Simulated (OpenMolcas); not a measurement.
# Mn2+: ligand-field states by method

Mn2+ with 4 ligands (fluoride) in tetrahedral coordination (Td) at 1.97 Å. A charge of +0.5 e stands 2.6 Å behind each ligand. Ligand basis ANO-RCC-VDZP.

```yaml
Program: OpenMolcas
Basis: ANO-RCC-VTZP [6s5p3d2f1g]
Scalar_Hamiltonian: DKH2, point nucleus
Active_space: 5 electrons in 5 orbitals (3d)
State_averaging: 2S+1 = 6 even, 1 root; 2S+1 = 4 even, 24 roots; 2S+1 = 2 even, 75 roots
Spin-orbit_coupling: RASSI with atomic mean-field integrals over the reference wave functions
```

I. CASSCF
II. SS-CASPT2, IPEA 0.25 Eh, imaginary shift 0.1 Eh (closed shells correlated: 3s 3p and the ligand valence shells)

Spin-free states (labels of Td) in cm-1, each column counted from its own energy of the first state listed:

| State | Degeneracy | I | II |
| --- | --- | --- | --- |
| 6A1 | 1 | 0 | 0 |
| 4T1 | 3 | 29533 | 24490 |
| 4T2 | 3 | 30871 | 25200 |
| 4A1 | 1 | 31182 | 25860 |
| 4E | 2 | 31409 | 25710 |
| 4T1 | 3 | 37755 | 31820 |
| 4T2 | 3 | 38091 | 30230 |
| 4E | 2 | 38932 | 30980 |
| 2T2 | 3 | 41958 | 35350 |
| 2A2 | 1 | 42954 | 35620 |
| 2T1 | 3 | 43255 | 35970 |
| 2T2 | 3 | 43835 | 36450 |
| 2E | 2 | 44187 | 36810 |
| 2A1 | 1 | 44428 | 37280 |
| 2T2 | 3 | 47841 | 38270 |
| 2E | 2 | 49568 | 39390 |
| 2T1 | 3 | 51016 | 41000 |
| 2A2 | 1 | 52075 | 42830 |
| 4T1 | 3 | 52225 | 42370 |
| 4A2 | 1 | 52229 | 42410 |

From I to II, I's first state of another spin (4T1) moves from 29533 to 24490 cm-1, by about -5000 cm-1.

I: A least-squares ligand-field fit to the states below 45000 cm-1, each weighted by its degeneracy and with a free common offset, gives 10Dq = -3741 cm-1 (negative for this site), B = 1079 cm-1 and C = 4064 cm-1 (C/B = 3.77), with an rms deviation of 97 cm-1. The same method and metal basis give the free ion B = 1117 cm-1 (fit to its terms below 60000 cm-1, rms deviation 53 cm-1), so the nephelauxetic ratio is β = 1079 / 1117 = 0.97; it hangs on how both fits weigh the states, and computed free-ion B values tend to be too large, so β mixes covalency with correlation.

χT at 300 K: I 4.39, II 4.39 cm3 K/mol.

Roots that are degenerate in the reference are averaged as groups; the widest CASPT2 spread within a group is 410 cm-1 (the 3-fold group of multiplicity 4 near 31800 cm-1 above the lowest state of its run, II). Shifts and gaps below about the spread of the groups concerned are not significant. Ligand-to-metal charge-transfer states are missing. With no ligand orbital active B as a rule stays too high, so bands that hang on it stand too high and its fall with covalency is understated. Without dynamic correlation the repulsion within the d shell is too large (B by tens of per cent), so at a given field states of lower spin stand too high (holds for I). With metal d orbitals alone and no dynamic correlation the field as a rule comes out too small, by tens of per cent, by up to half for chloride and softer ligands (holds for I). These CASPT2 states fit no ligand-field parameters well, so their order and spin gaps are uncertain (holds for II). With one d shell and no ligand orbital active, 10Dq can be off by tens of per cent for divalent 3d ions, low with halides held by bare charges and at times high in hosts (holds for II). Free-ion shares, where given, are those of the reference states; single-state CASPT2 does not remix them (holds for II). No measured value stands beside these numbers; the geometry is a model, was not optimised and need not be the one that this ion takes.
